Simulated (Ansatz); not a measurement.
Cost and result for the atomization energy of `[CH]=C[SiH2]O` radical (9 atoms, 8 bonds).

| atom | x (Å) | y (Å) | z (Å) |
| --- | --- | --- | --- |
| C1 | -1.325 | 1.299 | -0.422 |
| C2 | -0.514 | 0.335 | -0.755 |
| Si3 | 0.242 | -0.786 | 0.532 |
| O4 | 1.886 | -0.665 | 0.553 |
| H5 | -1.908 | 2.085 | -0.885 |
| H6 | -0.260 | 0.172 | -1.811 |
| H7 | -0.023 | -2.205 | 0.195 |
| H8 | -0.358 | -0.432 | 1.844 |
| H9 | 2.258 | 0.196 | 0.748 |

The species carries charge 0 and has multiplicity 2. The structure was optimised at the PBE0-D4/def2-TZVP level. It is one conformer, not always the lowest. Program: Ansatz. Hardware: A = 2 threads of an AMD EPYC 7R13 on a shared host; B = 2 threads of an AMD EPYC 7R13 on a shared host and a share of an NVIDIA H100 80 GB. Times are those of one run each, without the atoms' runs, and a repeat can differ threefold. Electronic energies, without spin–orbit coupling; frozen cores. CCSD(T)/CBS extrapolates def2-TZVPP and def2-QZVPP, and its time is that of the two runs behind it. T1 = 0.030; ⟨S²⟩ of the reference is 0.92. B3LYP takes the VWN-RPA correlation (the form of Gaussian; ORCA's B3LYP/G).

CCSD(T)/CBS is a level of theory with its own doubt, some kJ/mol a heavy atom from the limit and from the frozen cores, so smaller differences don't rank the functionals.

```json
{"level": "LDA (SPW92)/def2-TZVPP [A]", "functions": "205", "wall time": "2.6 s", "atomization (kJ/mol)": "3799.7", "difference from CCSD(T)/CBS": "460.9", "per bond": "57.6"}
{"level": "CCSD(T)/def2-TZVPP [B]", "functions": "205", "wall time": "4 s", "atomization (kJ/mol)": "3247.6", "difference from CCSD(T)/CBS": "-91.2", "per bond": "-11.4"}
{"level": "revPBE-D4/def2-TZVPP [A]", "functions": "205", "wall time": "4.8 s", "atomization (kJ/mol)": "3313.9", "difference from CCSD(T)/CBS": "-24.9", "per bond": "-3.1"}
{"level": "PBE-D4/def2-TZVPP (with forces) [A]", "functions": "205", "wall time": "5 s", "atomization (kJ/mol)": "3394.7", "difference from CCSD(T)/CBS": "55.9", "per bond": "7.0"}
{"level": "PBE0-D4/def2-TZVPP [A]", "functions": "205", "wall time": "5.5 s", "atomization (kJ/mol)": "3334.1", "difference from CCSD(T)/CBS": "-4.7", "per bond": "-0.6"}
{"level": "B3LYP-D4/def2-TZVPP (with forces) [A]", "functions": "205", "wall time": "6 s", "atomization (kJ/mol)": "3338.9", "difference from CCSD(T)/CBS": "0.1", "per bond": "0.0"}
{"level": "CAM-B3LYP-D4/def2-TZVPP [A]", "functions": "205", "wall time": "7 s", "atomization (kJ/mol)": "3352.6", "difference from CCSD(T)/CBS": "13.8", "per bond": "1.7"}
{"level": "r2SCAN-D4/def2-TZVPP (with forces) [A]", "functions": "205", "wall time": "8.5 s", "atomization (kJ/mol)": "3357.4", "difference from CCSD(T)/CBS": "18.6", "per bond": "2.3"}
{"level": "B2PLYP/def2-TZVPP [A]", "functions": "205", "wall time": "8.5 s", "atomization (kJ/mol)": "3305.0", "difference from CCSD(T)/CBS": "-33.8", "per bond": "-4.2"}
{"level": "ωB97X-V/def2-TZVPP [A]", "functions": "205", "wall time": "11 s", "atomization (kJ/mol)": "3339.1", "difference from CCSD(T)/CBS": "0.3", "per bond": "0.0"}
{"level": "CCSD(T)/def2-SVP [A]", "functions": "85", "wall time": "13 s", "atomization (kJ/mol)": "3125.9", "difference from CCSD(T)/CBS": "-212.9", "per bond": "-26.6"}
{"level": "CCSD(T)/def2-QZVPP [B]", "functions": "391", "wall time": "89 s", "atomization (kJ/mol)": "3302.1", "difference from CCSD(T)/CBS": "-36.7", "per bond": "-4.6"}
{"level": "CCSD(T)/CBS(def2)", "functions": "–", "wall time": "93 s", "atomization (kJ/mol)": "3338.8", "difference from CCSD(T)/CBS": "0.0", "per bond": "0.0"}
```

From BLYP to BHLYP (50 % exact exchange), in def2-TZVPP and without D4, the atomization energy moves by −77.7 kJ/mol: exact exchange takes away binding that semilocal exchange gives to molecules. The D4 term adds +24.9 kJ/mol with B3LYP and +13.0 kJ/mol with PBE0; it sums over pairs of atoms, weighted by their polarisabilities, and B3LYP, whose exchange is more repulsive, gets the larger term. In def2-TZVPP, CCSD(T) changes the Hartree–Fock value by +785.0 kJ/mol (the triples alone add +47.6 kJ/mol) and MP2 by +816.3 kJ/mol; breaking electron pairs costs correlation energy, which Hartree–Fock lacks.
